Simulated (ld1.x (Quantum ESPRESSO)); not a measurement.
caesium: one change to a TM potential, before and after

Cs, norm-conserving Troullier–Martins (Kleinman–Bylander form), made with ld1.x (Quantum ESPRESSO) 7.5 (PBE, scalar-relativistic). Core [Xe], reference 5d0 6s1 6p0. Waves: 6p (bound, empty): rc 3.55 bohr; 5d (bound, empty): rc 4.20 bohr; 6s (bound): rc 4.10 bohr. Local part: the s channel. Core correction: none.

Change: all radii scaled by about 1.40 (s 5.74, p 4.98, d 5.88 bohr).

Cutoffs: the cutoffs (Ry, on a coarse ladder) from which the occupation-weighted sum of valence levels, in a spherical-Bessel basis at the reference potential, stays within 10 and 1 mRy of its value at 400 Ry; they do not see the model core or the augmentation charge, which bear on the density cutoff. Errors are all-electron minus pseudo energies relative to the spin-unpolarised reference configuration.

What does the change do?

Both files are so soft that the ladder of cutoffs tells neither apart; the bound ghost in p disappears; of the 4 tests that both files solve, the error grows in 0 and shrinks in 3 by more than 15 % and 0.3 meV (median size 83.7 → 36.4 meV). That the errors move this way runs against the usual rule that smaller radii transfer better.

```csv
quantity,base,changed
"cutoff, loose",6 Ry,6 Ry
"cutoff, tight",6 Ry,6 Ry
bound ghosts,p,none
"error for 5d0 6s0.5 6p0, meV [ΔE 1.47 eV]",+16,+15
"error for 5d0 6s0 6p1, meV [ΔE 1.37 eV]",+125,+72
"error for 5d1 6s0 6p0, meV [ΔE 1.67 eV]",+134,+58
"error for 5d0.5 6s0.5 6p0, meV [ΔE 0.84 eV]",+42,+13
```

Base: The cutoffs count occupied waves only; the empty 6p level needs 15 Ry at the loose tolerance. A true bound ghost makes a file unfit for plane-wave use even where its test errors are small: the radial tests pick states by their node count and pass the ghost by.
